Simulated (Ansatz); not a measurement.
Relaxation of AsH3 (4 atoms, charge 0, multiplicity 1), to a largest force component of 0.015 eV/Å in at most 40 steps.

Level of theory: Ansatz 0.2.0, RKS PBE0-D4/def2-SVP.

```xyz
4
Properties=species:S:1:pos:R:3
As -0.222 0.504 -0.357
H 0.340 0.594 1.027
H -1.020 -0.689 0.068
H 0.902 -0.409 -0.737
```

Question: Where does it end, and by what steps?

Answer: The run converged. After 3 steps the energy has fallen by 0.039 eV; H3 moved furthest, 0.05 Å.

| step | energy less start (eV) | largest force component (eV/Å) | accepted |
| --- | --- | --- | --- |
| 0 | 0.0000 | 0.539 | yes |
| 1 | -0.0326 | 0.205 | yes |
| 2 | -0.0389 | 0.022 | yes |
| 3 | -0.0389 | 0.000 | yes |

```xyz
4
Properties=species:S:1:pos:R:3
As -0.216 0.488 -0.347
H 0.351 0.632 1.062
H -1.071 -0.707 0.061
H 0.936 -0.413 -0.776
```

Time of the run: 3.5 s on 1 thread of Arm Neoverse V2, on a shared host, peak memory 0.091 GiB.
